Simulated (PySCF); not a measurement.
Which level of theory gave which numbers?

Species: C₂H₅NSi.
InChI=1S/C2H5NSi/c3-1-2-4/h2H2,4H3

The closed-shell ground state was solved 7 times with PySCF (density fitting, gas phase), always with PBE0, in these basis sets: 6-311+G(2d,p), 6-31G*, STO-3G, def2-SVP, def2-TZVP, pcSseg-0 and pcSseg-2. Isolated species at its PBE0-D3(BJ)/def2-SVP geometry, gas phase.

```
row  total energy (Eh)  HOMO (eV)  LUMO (eV)  dipole (D)
  P          -423.2050      -8.96      -0.42        4.10
  Q          -423.2165      -8.93      -0.02        4.04
  R          -422.9665      -8.88       0.47        3.82
  S          -422.5022      -9.22       0.41        4.08
  T          -423.1346      -8.72       0.43        3.88
  U          -418.1582      -7.01       4.36        3.39
  V          -423.2228      -8.95      -0.23        4.09
```

**Question.** Which basis belongs to which row?

**Answer.** P = 6-311+G(2d,p), Q = def2-TZVP, R = def2-SVP, S = pcSseg-0, T = 6-31G*, U = STO-3G, V = pcSseg-2. From the lowest total energy up: pcSseg-2 (221 functions) 0 eV; def2-TZVP (160 functions) +0.17 eV; 6-311+G(2d,p) (146 functions) +0.48 eV; 6-31G* (70 functions) +2.40 eV; def2-SVP (85 functions) +6.98 eV; pcSseg-0 (50 functions) +19.61 eV; STO-3G (29 functions) +137.81 eV.
